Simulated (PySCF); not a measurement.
# Vertical excitation energies

Compound: C₄H₃ClN₄.
SMILES: `Cn1nc(Cl)c(C#N)n1`

Theory: TDDFT B3LYP/def2-SVPD, vertical, gas phase, core orbitals frozen in the response in PySCF 2.14.0, density-fitted response routines. Geometry: GFN2-xTB; no solvent, vibrations or thermal averaging. GFN2-xTB frequencies show an imaginary mode (35i cm⁻¹), so this geometry is no minimum at that level.

List the vertical singlet excitations with oscillator strengths and describe the spectrum.

```
state  E (eV)  λ (nm)  ν̃ (cm⁻¹)       f  |μ| (D)  main configurations (H = HOMO, L = LUMO)
   S1    5.53   224.1      44610   0.157     2.74                                 H→L (92%)
   S2    5.97   207.6      48170  0.0011     0.22                               H-2→L (94%)
   S3    6.27   197.7      50590   0.100     2.05                  H→L+1 (73%), H-1→L (19%)
   S4    6.46   191.8      52130  0.0014     0.24                  H-3→L (79%), H-4→L (13%)
   S5    6.60   187.9      53210  0.0012     0.22                  H→L+2 (68%), H→L+4 (18%)
   S6    6.76   183.3      54560   0.250     3.12                  H-1→L (68%), H→L+1 (22%)
   S7    6.87   180.6      55380  0.0031     0.35  H-2→L+1 (54%), H-4→L (24%), H-3→L+1 (9%)
   S8    6.95   178.5      56030  0.0021     0.28                               H→L+3 (82%)
```

Triplets (Tamm–Dancoff): T1 4.26 eV, H→L (90%); T2 4.72 eV, H-1→L (46%), H→L+1 (38%); T3 5.22 eV, H→L+1 (51%), H-1→L (35%), H-2→L (8%).

The lowest singlet lies at 5.53 eV (224 nm, ultraviolet) and is strong; its leading configuration is HOMO→LUMO (92%). The strongest level in the table is S6 at 6.76 eV (183 nm, f = 0.250). Löwdin shares by element: HOMO carbon 32% or more, chlorine 22%, nitrogen 17% or more (atoms not listed hold the other 29%); LUMO nitrogen 60% or more, carbon 14% or more (atoms not listed hold the other 26%). Orbital energies (eV): HOMO-3 -9.47, HOMO-2 -9.15, HOMO-1 -8.87, HOMO -7.86, LUMO -1.81, LUMO+1 -0.96, LUMO+2 -0.07. Of the 8 states listed, 3 reach f = 0.01 and none stays under 0.0005. The listed states span 1.42 eV, and the widest gap between neighbours is 0.44 eV (S1 to S2). Singlets were solved by full linear response, triplets in the Tamm–Dancoff approximation.

Hardware: one thread, Arm Neoverse V1 (aarch64), no GPU (shared host). Cost: 37 s wall, 0.85 GiB resident at most.
